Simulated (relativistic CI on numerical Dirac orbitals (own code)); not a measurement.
Computed by Dirac-Coulomb-Breit CI, orbitals from a KLI potential per configuration, QED by a radiative potential, unscaled Slater integrals (own radial code, finite nucleus).

CI space (outside the closed core [Ne]): 3s2.3p6, 3s2.3p5.3d, 3s.3p6.3d, 3s2.3p5.4s, 3s2.3p5.4p, 3s2.3p5.4d, 3s.3p6.4s, 3p6.3d.4p, 3s2.3p5.4f, 3s.3p6.4p, 3s.3p6.4d, 3s.3p6.4f, 3s2.3p5.5s, 3s2.3p5.5p, 3s2.3p5.5d, 3s2.3p5.5f, 3s2.3p5.5g, 3s.3p6.5s, 3s.3p6.5p, 3s.3p6.5d, 3s2.3p5.6s, 3s.3p6.5f, 3p6.3d2, 3p5.3d3, 3p5.3d2.4s, 3p5.3d2.4p, 3p5.3d2.4d, 3p6.3d.4s, 3p5.3d.4s2, 3p5.3d.4s.4p, 3p5.3d.4s.4d. Double excitations out of closed p, d and f shells are left out; levels of such configurations are missing from the list, as are those of other unlisted configurations, and high levels can miss mixing partners. These lack a partner that the ground configuration has and come out too high: 3s2.3p5.4f, 3s2.3p5.5s, 3s2.3p5.5p, 3s2.3p5.5d, 3s2.3p5.5f.

At this charge energies of transitions that change n are usually good to better than 1 %, and those within a shell (Δn = 0) to a few per cent.

Outline of the computed level scheme of Pd XXIX. Lowest level of each configuration: 3s2.3p6 1S_0 at 0.000 eV; 3s2.3p5.3d 3P°_0 at 125.714 eV; 3s.3p6.3d 3D_1 at 276.375 eV; 3p6.3d2 3F_2 at 561.759 eV; 3p5.3d3 5F°_2 at 683.302 eV.

Some strong electric-dipole decays among the lowest 45 levels: 3s2.3p5.3d 1P°_1 → 3s2.3p6 1S_0 (8.6e+11 s⁻¹); 3s.3p6.3d 3D_3 → 3s2.3p5.3d 3F°_4 (1.6e+11 s⁻¹); 3s.3p6.3d 3D_2 → 3s2.3p5.3d 3F°_3 (1.5e+11 s⁻¹); 3s.3p6.3d 3D_1 → 3s2.3p5.3d 3D°_2 (8.0e+10 s⁻¹); 3s.3p6.3d 3D_1 → 3s2.3p5.3d 3P°_1 (7.6e+10 s⁻¹); 3s2.3p5.3d 3D°_1 → 3s2.3p6 1S_0 (6.3e+10 s⁻¹); 3s.3p6.3d 3D_2 → 3s2.3p5.3d 3D°_2 (5.2e+10 s⁻¹); 3s.3p6.3d 3D_1 → 3s2.3p5.3d 3P°_0 (4.4e+10 s⁻¹).

LS names give the leading component of a level, which can be under half, so a name can repeat, a term be missing and a line seem to break the LS rules.
